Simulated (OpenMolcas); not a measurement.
**Ni VII: from CASSCF to CASPT2**

```yaml
Program: OpenMolcas
Basis: ANO-RCC-VQZP [7s6p4d3f2g1h]
Scalar_Hamiltonian: DKH2, point nucleus
Active_space: 4 electrons in 10 orbitals (3d 4d)
State_averaging: 2S+1 = 5 even, 5 roots; 2S+1 = 3 even, 45 roots; 2S+1 = 1 even, 44 roots
Spin-orbit_coupling: state interaction with AMFI integrals over the reference wave functions, term energies averaged over their components
```

Methods on the same reference wave functions:
A. CASSCF
B. SS-CASPT2, IPEA 0.25 Eh, imaginary shift 0.1 Eh (closed shells correlated: 3s 3p)
C. MS-CASPT2, IPEA 0.25 Eh, imaginary shift 0.1 Eh (closed shells correlated: 3s 3p)
D. XMS-CASPT2, IPEA 0.25 Eh, imaginary shift 0.1 Eh (closed shells correlated: 3s 3p)

Energies in eV above 3d4 5D0, the measured ground level; measured values from Corliss and Sugar, J. Phys. Chem. Ref. Data 10, 197 (1981).

```json
{"Level": "3d4 5D0", "A": "0.0000", "B": "0.0000", "C": "0.0000", "D": "0.0000", "Measured": "0.0000"}
{"Level": "3d4 5D1", "A": "0.0347", "B": "0.0353", "C": "0.0354", "D": "0.0351", "Measured": "0.0346"}
{"Level": "3d4 5D2", "A": "0.1010", "B": "0.1024", "C": "0.1024", "D": "0.1020", "Measured": "0.0997"}
{"Level": "3d4 5D3", "A": "0.1945", "B": "0.1962", "C": "0.1963", "D": "0.1957", "Measured": "0.1885"}
{"Level": "3d4 5D4", "A": "0.3108", "B": "0.312", "C": "0.312", "D": "0.312", "Measured": "0.2966"}
{"Level": "3d4 3H4", "A": "4.1264", "B": "3.990", "C": "3.990", "D": "4.097", "Measured": "3.9268"}
{"Level": "3d4 3H5", "A": "4.2040", "B": "4.073", "C": "4.073", "D": "4.180", "Measured": "4.0030"}
{"Level": "3d4 3H6", "A": "4.2859", "B": "4.160", "C": "4.160", "D": "4.267", "Measured": "4.0762"}
{"Level": "3d4 3P0(1)", "A": "4.3296", "B": "3.799", "C": "3.799", "D": "3.950", "Measured": "3.7291"}
{"Level": "3d4 3P1(1)", "A": "4.5329", "B": "4.010", "C": "4.009", "D": "4.161", "Measured": "3.9472"}
{"Level": "3d4 3F2(1)", "A": "4.7694", "B": "4.320", "C": "4.321", "D": "4.468", "Measured": "4.2461"}
{"Level": "3d4 3F3(1)", "A": "4.7774", "B": "4.333", "C": "4.334", "D": "4.477", "Measured": "4.2548"}
{"Level": "3d4 3F4(1)", "A": "4.8137", "B": "4.373", "C": "4.372", "D": "4.515", "Measured": "4.2869"}
{"Level": "3d4 3P2(1)", "A": "4.8725", "B": "4.347", "C": "4.347", "D": "4.499", "Measured": "4.2843"}
{"Level": "3d4 3G3", "A": "5.2280", "B": "4.820", "C": "4.820", "D": "4.929", "Measured": "4.7312"}
{"Level": "3d4 3G4", "A": "5.3118", "B": "4.905", "C": "4.905", "D": "5.014", "Measured": "4.8039"}
{"Level": "3d4 3G5", "A": "5.3725", "B": "4.975", "C": "4.975", "D": "5.081", "Measured": "4.8660"}
{"Level": "3d4 1I6", "A": "6.2632", "B": "6.086", "C": "6.086", "D": "6.172", "Measured": ""}
{"Level": "3d4 1G4(1)", "A": "6.6252", "B": "6.025", "C": "6.025", "D": "6.132", "Measured": ""}
{"Level": "3d4 3D3", "A": "6.7290", "B": "5.915", "C": "5.915", "D": "6.028", "Measured": ""}
{"Level": "3d4 3D2", "A": "6.7535", "B": "5.943", "C": "5.943", "D": "6.056", "Measured": ""}
{"Level": "3d4 3D1", "A": "6.7870", "B": "5.974", "C": "5.974", "D": "6.087", "Measured": ""}
{"Level": "3d4 1S0", "A": "7.6616", "B": "6.494", "C": "6.494", "D": "6.637", "Measured": ""}
{"Level": "3d4 1D2", "A": "8.1686", "B": "7.535", "C": "7.536", "D": "7.585", "Measured": ""}
```

Deviations, from unrounded energies. A percentage is the sum of absolute deviations over the sum of measured energies, with the sign that they share, or ± where signs differ.

| Against measurement | Levels | A | B | C | D |
| --- | --- | --- | --- | --- | --- |
| mean absolute deviation (cm-1) | 16 | 2800 | 490 | 490 | 1300 |
| fine structure of the ground term (%) | 4 | +3.5 | +4.3 | +4.4 | +4.1 |
| other terms of the ground configuration (%) | 12 | +10.7 | +1.9 | +1.9 | +4.9 |

B, C lie about equally close to measurement and A furthest from it. The largest miss of C in the table is 3d4 3G5, by +880 cm-1. The ranking rests on the paired levels alone, and a cruder setting can come out closer through cancelling errors.

Among B to D the level of the table that moves most is 3d4 3P2(1), by 1200 cm-1 (lowest in B, highest in D). Moves below CASPT2's spread within the term are not significant.

The mean deviations of B to D differ by less than CASPT2's widest spread within a term (930 cm-1), so their order carries little weight.

From A to B the spin-free energies of the other terms of 3d4 shown, above 5D, scale by factors of 0.84 to 0.97.

The lowest spin-free term lies below A's lowest term by 0.404 hartree in B, 0.404 hartree in C, 0.410 hartree in D.

Term energies are means over components that CASPT2 splits; among the terms shown or strongly mixed into the levels shown the widest spread is 930 cm-1 (3d4 1I, D). Active for correlation alone: 4d; no level in the range computed is led by a configuration that fills it, so any true level of that kind is missing. Without dynamic correlation excited terms often stand tens of per cent too high (terms of higher spin than the ground term too low), and those without a measured partner can miss by more than the paired ones (holds for A). The CASPT2 spread within a term exceeds the gap to the next term for 3d4 3D and 3d4 1G(1), 3d4 1G(1) and 3d4 1I, so the order of their levels is uncertain (holds for C; D). Computed and measured levels are paired by configuration, term and J; levels that our copy of the source lacks, or whose pairing is in doubt (as where it misses far off the trend of its configuration), stay unpaired and out of the deviations. Levels of configurations outside the active space are missing. Levels that lie high or do not pair safely by name in every column are left out.

A number in round brackets counts repeated terms of one configuration in the order of the reference energies.
